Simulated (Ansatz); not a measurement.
Molecule: LuCl2, charge 1, multiplicity 1. 
Coordinates optimised at B3LYP-D3(BJ)/def2-TZVP (Ansatz, a program for electronic structure):
```
Lu
Cl 1 2.3120
Cl 1 2.3120 2 111.82
```
Charge +1, spin multiplicity 1.

Basis-set convergence of Hartree-Fock and CCSD correlation energies (hartree) with Ansatz. Correlated levels leave the core frozen unless marked. Spin-orbit coupling is left out. Frozen are the shells of the preceding noble gas and the d and f shells that filled before the atom's block. In def2 rows, elements after Kr have scalar-relativistic effective core potentials.

```tsv
basis	functions	E(HF)	E(corr, CCSD)
def2-SVP	117	-2151.05677	-0.32676
def2-TZVPP	189	[?]	[?]
```

Some entries are withheld; supply them.


- def2-TZVPP, E(HF): -2151.40839
- def2-TZVPP, E(corr, CCSD): -0.44604
